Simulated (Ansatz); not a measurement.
Reaction (ligand exchange at the Si–C bond): `C[SiH](N)CN` + H₂Te → `C[SiH](N)[TeH]` + CH₃NH₂

Program: Ansatz. Geometries: PBE0-D4/def2-TZVP. ΔE: electronic, gas phase. CCSD(T)/CBS adds triple-zeta CCSD(T) − MP2 to the extrapolated MP2 energy (def2 sets, frozen cores). DFT in def2-TZVPP. B3LYP here is the variant with VWN-RPA as its local correlation; programs differ in this. def2 core potentials past Kr. For Te outer-core shells are correlated without core-valence functions, which leaves a few kJ/mol of doubt a bond. One conformer a species, not always the lowest.

`C[SiH](N)CN`:

```xyz
15

C    -0.604   -1.611    0.837
Si    0.389   -0.040    0.703
N    -0.656    1.275    1.127
C     0.978    0.280   -1.052
N    -0.171    0.391   -1.942
H     0.021   -2.477    0.604
H    -1.433   -1.592    0.126
H    -1.005   -1.751    1.844
H     1.610   -0.139    1.566
H    -0.272    2.201    1.234
H    -1.376    1.119    1.814
H     1.649    1.156   -1.052
H     1.596   -0.573   -1.357
H    -0.828    1.072   -1.580
H     0.101    0.690   -2.870
```

H₂Te:

```xyz
3

Te   -0.156   -0.057    0.760
H     1.229    0.013   -0.145
H    -1.074    0.045   -0.615
```

`C[SiH](N)[TeH]`:

Cartesian coordinates in Å:
```
C 1.089 0.754 0.763
Si -0.399 -0.085 0.022
N 0.031 -1.708 -0.321
Te -1.108 0.881 -2.180
H 1.939 0.715 0.080
H 1.374 0.275 1.705
H 0.866 1.803 0.972
H -1.571 0.110 0.924
H -0.612 -2.332 -0.779
H 0.681 -2.202 0.270
H -2.290 1.789 -1.456
```

CH₃NH₂:

Z-matrix (Å, degrees):
```
C
N 1 1.453
H 1 1.092 2 109.4
H 1 1.100 2 115.4 3 -121.6
H 1 1.092 2 109.4 3 116.8
H 2 1.012 1 110.6 3 62.6
H 2 1.012 1 110.6 3 -179.3
```

```json
{"species": "`C[SiH](N)CN`", "B3LYP energy (Eh)": "-481.38704"}
{"species": "H₂Te", "B3LYP energy (Eh)": "-269.30622"}
{"species": "`C[SiH](N)[TeH]`", "B3LYP energy (Eh)": "-654.81636"}
{"species": "CH₃NH₂", "B3LYP energy (Eh)": "-95.90427"}
```

Q: Work out ΔE.

A: ΔE = (-654.81636) + (-95.90427) − (-481.38704) − (-269.30622) = -0.02737 Eh = -17.2 kcal/mol. CCSD(T)/CBS gives -18.2 kcal/mol.

Largest T1 diagnostic among the species: 0.010.
